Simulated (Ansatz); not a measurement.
Job for Ansatz (a first-principles code): R-SVWN5/def2-TZVPP on CCl+, 2S+1 = 1, a spin state set in the input, which need not be the lowest, a point of a bond scan (R = 1.541 Å). Charge +1.

Ansatz 0.2 input:
```yaml
crystal:
  periodic: [false, false, false]
  atoms:
    - {symbol: C, position_ang: [0.00000000, 0.00000000, 0.00000000]}
    - {symbol: Cl, position_ang: [0.00000000, 0.00000000, 1.54110000]}
basis:
  gaussian:
    orbitals: def2-TZVPP
    pivot_positions_ang: [[0.00000000, 0.00000000, 0.00000000], [0.00000000, 0.00000000, 1.54110000]]
hamiltonian:
  xc: {name: SVWN5}
total_charge: 1
output: {forces: true, orbitals: {seedname: ./end}}
```

It printed:

```
WARN ansatz: RAYON_NUM_THREADS=2 ignored (pool sized by the plan → 2); use --threads N
Functional definition: SVWN5
integrals: 0.01 GiB planned
474 factors; their error is unknown
mean field: 0.13 GiB planned
mean field evaluation 1: about -13493.2512 eV, gradient 3.8e1 eV
mean field evaluation 2: about -13483.0471 eV, gradient 6.9e1 eV
mean field evaluation 4: about -13496.5950 eV, gradient 3.2e0 eV
mean field evaluation 8: about -13496.6046 eV, gradient 1.3e-1 eV
mean field -13496.60467214 eV, -495.9910733740 hartree, gradient 4.9e-5 eV, S^2 0.000000; 0 other end points of the search recorded, 0 dependent functions left out
the calculation of the forces begins
reference -13496.60469482 eV, -495.9910742072 hartree; 11, 11 occupied and 62, 62 virtual orbitals, 474 factors
Total energy: -13496.60469482 eV, -495.9910742072 hartree
Atom 0 at     0.000000     0.000000     0.000000 Å, force     0.000000    -0.000000     0.062121 eV/Å
Atom 1 at     0.000000     0.000000     1.541100 Å, force    -0.000000     0.000000    -0.062121 eV/Å
Dipole moment:     0.000000    -0.000000     0.077968 e Å
```

Self-consistency was reached.

Cost: very roughly 0.5 core-seconds.
